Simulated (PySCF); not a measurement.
SMILES O=C(COC(C)C)O, C5H10O3

Cartesian coordinates in Å; atom numbers follow the order of the lines, from 1:
```xyz
18

C    -1.5062   -1.0098    0.8925
C    -0.7474    0.0574    0.1021
C    -1.6966    0.9020   -0.7399
O     0.1819   -0.5380   -0.8029
C     1.4229   -0.8665   -0.2579
C     2.3178    0.3239    0.0669
O     3.2694    0.2631    0.7991
O     1.9550    1.4403   -0.5619
H    -2.2119   -0.5360    1.5692
H    -0.8239   -1.6213    1.4789
H    -2.0493   -1.6558    0.2074
H    -0.2065    0.7099    0.8040
H    -1.1307    1.6498   -1.2879
H    -2.4263    1.3960   -0.1047
H    -2.2123    0.2658   -1.4536
H     1.3440   -1.4816    0.6500
H     1.9442   -1.4566   -1.0205
H     2.5673    2.1638   -0.3524
```

Method: GIAO B97-2/pcSseg-1 magnetisability, rotational g tensor and spin-rotation constants, non-relativistic, gas phase (PySCF). Geometry: GFN2-xTB.

Question: What are the magnetisability and the molar susceptibility?

Answer: Isotropic -1220 × 10⁻³⁰ J/T², or -73.5 × 10⁻⁶ cm³/mol; principal values -1315, -1198, -1147 × 10⁻³⁰ J/T², anisotropy 149 × 10⁻³⁰ J/T² (root of half the summed squared differences of the principal values). The susceptibility is in cgs units.

Question: Split it along the inertial axes a, b, c into diamagnetic and paramagnetic parts about the centre of mass, with the quadrupole moment.

Answer: 
| axis | χ (10⁻⁶ cm³/mol) | diamagnetic (10⁻⁶ cm³/mol) | paramagnetic (10⁻⁶ cm³/mol) | summed x² of all electrons (Å²) | quadrupole Θ (D Å) |
| --- | --- | --- | --- | --- | --- |
| a | -73.7 | -437.8 | 364.1 | 222.8 | -4.40 |
| b | -71.5 | -1085.6 | 1014.1 | 70.1 | +3.87 |
| c | -75.2 | -1242.9 | 1167.7 | 33.1 | +0.53 |

Anisotropies 2χaa − χbb − χcc = -0.8 and 2χbb − χaa − χcc = +6.0 × 10⁻⁶ cm³/mol. Θ is traceless in Buckingham's convention.

Question: And the rotational g tensor?

Answer: 
```csv
axis,rotational constant (GHz),g,nuclear part,electronic part
a,3.7261,-0.0181,0.6192,-0.6374
b,1.2138,-0.0100,0.5683,-0.5783
c,1.0576,-0.0059,0.5743,-0.5802
```
Asymmetric top; isotopes 12C, 1H, 16O; no vibrational averaging.
